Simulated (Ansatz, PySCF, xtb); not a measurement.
Pulling on the Al1–H2 bond in AlBrH2 (SMILES [AlH2][Br]) (multiplicity 1 held, fragments rigid). Energies count from the point at 1.569 Å.
Geometry at that point (charge 0, multiplicity 1):
```xyz
4

Al    -0.8354    -1.2987     0.2064
H     -0.3244    -2.3295     1.2738
H     -2.1257    -1.4794    -0.6685
Br     0.3803     0.5912    -0.0940
```

Restricted levels (R-, RO-) in cc, def2 and unpolarised 6-31G sets keep to the state of the molecule at rest. Unrestricted levels (U-) break spin symmetry where that is lower. Active spaces are followed from a long bond inwards. Curves can end on different states.

Correlated levels freeze the cores. Filled d and f shells under p-block atoms count as core. Rows in LANL2DZ carry no dispersion term and start afresh at each structure. LANL2DZ brings its own core potentials from Na on.

Run with Ansatz (a first-principles code) with Gaussian orbitals; PySCF for LANL2DZ rows; xtb for the GFN methods. Values without a source in brackets are computed. The GFN methods have no spin term and hold the electronic entropy of 300 K.

```tsv
level	energy at R = 5.022 Å (kcal/mol)
GFN2-xTB	109.92
U-HF/LANL2DZ	63.48
R-PBE/def2-TZVPP	106.92
U-r2SCAN/def2-TZVPP	82.44
U-wB97X-V/def2-TZVPP	87.82
R-MP2/def2-TZVPP	___
R-SCS-MP2/def2-TZVPP	111.24
FIC-NEVPT4(SD) on CASSCF(2,2)/def2-TZVPP	85.97
FIC-MRCISD+Q on CASSCF(2,2)/def2-TZVPP	86.62
```

Question: What belongs in the gaps?

Answer: 
- R-MP2/def2-TZVPP, energy at R = 5.022 Å (kcal/mol): 117.90

Doubts at one or more of the structures used: a spin-contaminated determinant (U-HF/LANL2DZ, U-r2SCAN/def2-TZVPP, U-wB97X-V/def2-TZVPP); a restricted determinant that unrestricted orbitals would lower (R-PBE/def2-TZVPP, R-MP2/def2-TZVPP, R-SCS-MP2/def2-TZVPP).
